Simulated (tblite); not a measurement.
C5H13OSi (doublet state).
SMILES with atom numbers: `[CH3:1][CH:2]([CH3:3])[O:4][Si:5]([CH3:6])[CH3:7]` (hydrogens: H8, H9, H10 on C1; H11 on C2; H12, H13, H14 on C3; H15, H16, H17 on C6; H18, H19, H20 on C7)

Structure optimised with GFN2-xTB, isolated species. This method treats the open shell by occupation alone, without spin polarisation.

Some entries are withheld. Bonds in one row agree within 0.01 Å.

```json
{"coordinate": "C1–C2, C2–C3", "value": "?"}
{"coordinate": "C2–O4", "value": "?"}
{"coordinate": "O4–Si5", "value": "?"}
{"coordinate": "Si5–C6", "value": "?"}
{"coordinate": "Si5–C7", "value": "?"}
{"coordinate": "C1–H8 and 5 like bonds", "value": "1.087 Å"}
{"coordinate": "C2–H11", "value": "1.101 Å"}
{"coordinate": "C6–H15 and 5 like bonds", "value": "1.086 Å"}
{"coordinate": "C1–C2–C3", "value": "111.4°"}
{"coordinate": "C1–C2–O4", "value": "?"}
{"coordinate": "C3–C2–O4", "value": "?"}
{"coordinate": "C2–O4–Si5", "value": "130.3°"}
{"coordinate": "O4–Si5–C6", "value": "?"}
{"coordinate": "O4–Si5–C7", "value": "?"}
{"coordinate": "C6–Si5–C7", "value": "113.2°"}
```

Problem. Estimate the withheld lengths and angles.

Solution. 
- C1–C2, C2–C3 = 1.526 Å, drawn single (ends: carbon bonded to C and 3 H; carbon bonded to 2 C, O and H); 0.01 Å above the sum of covalent radii, 1.52 Å.
- C2–O4 = 1.397 Å, drawn single (ends: carbon bonded to 2 C, O and H; oxygen bonded to C and Si); 0.02 Å below the sum of covalent radii, 1.42 Å.
- O4–Si5 = 1.638 Å, drawn single (ends: oxygen bonded to C and Si; silicon bonded to 2 C and O); 0.13 Å below the sum of covalent radii, 1.77 Å.
- Si5–C6 = 1.914 Å, drawn single (ends: silicon bonded to 2 C and O; carbon bonded to Si and 3 H); 0.04 Å above the sum of covalent radii, 1.87 Å.
- Si5–C7 = 1.898 Å, drawn single (ends: silicon bonded to 2 C and O; carbon bonded to Si and 3 H); 0.03 Å above the sum of covalent radii, 1.87 Å.
- C1–C2–O4 = 108.0°, at the carbon bonded to 2 C, O and H; the outer atoms are 2.365 Å apart.
- C3–C2–O4 = 110.4°, at the carbon bonded to 2 C, O and H; the outer atoms are 2.401 Å apart.
- O4–Si5–C6 = 110.6°, at the silicon bonded to 2 C and O; the outer atoms are 2.925 Å apart.
- O4–Si5–C7 = 101.8°, at the silicon bonded to 2 C and O; the outer atoms are 2.750 Å apart.

Radii are Cordero's, carbon taken as 0.76, 0.73 or 0.69 Å for four, three, and two or fewer neighbours.

Its GFN2-xTB frequencies are all real (lowest 24 cm⁻¹). Torsions: C1–C2–O4–Si5 169°, C2–O4–Si5–C6 -56°. 3 starts were optimised and ended at 0.00, 0.85 and 0.85 kcal/mol (GFN2-xTB); the lowest of these is shown.

One conformer stands for the species.

These are computed values.
